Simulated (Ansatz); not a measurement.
Consider the homolysis of the C–Si bond: `C[SiH2]C[SiH2]Cl` → `[CH2][SiH2]Cl`• + `C[SiH2]`•.

Gas-phase electronic energies from Ansatz, PBE0-D4/def2-TZVP geometries. CCSD(T)/CBS is the MP2 limit (def2-TZVPP, def2-QZVPP) plus CCSD(T) − MP2 in def2-TZVPP, frozen cores. DFT in def2-TZVPP. Open shells (•) are unrestricted, without spin–orbit coupling. Each species was taken in one conformer, which may not be the lowest.

CCSD(T)/CBS gives +393.9 kJ/mol.

**Question.** Another level gave +400.7 kJ/mol. Which?
A. MP2/def2-TZVPP
B. PBE0-D4/def2-TZVPP
C. HF/def2-TZVPP
D. SCS-MP2/def2-TZVPP

**Answer.** A. MP2/def2-TZVPP 400.7, HF/def2-TZVPP 270.1, PBE0-D4 377.7, SCS-MP2/def2-TZVPP 393.6 kJ/mol.

Largest T1 diagnostic among the species: 0.012.

In def2-TZVPP, CCSD(T) changes the Hartree–Fock value by +113.8 kJ/mol (the triples alone add +10.4 kJ/mol) and MP2 by +130.7 kJ/mol; breaking electron pairs costs correlation energy, which Hartree–Fock lacks. The D4 term adds +16.9 kJ/mol with B3LYP and +9.6 kJ/mol with PBE0; it sums over pairs of atoms, weighted by their polarisabilities, and B3LYP, whose exchange is more repulsive, gets the larger term.

B3LYP here is the variant with VWN-RPA as its local correlation; programs differ in this.
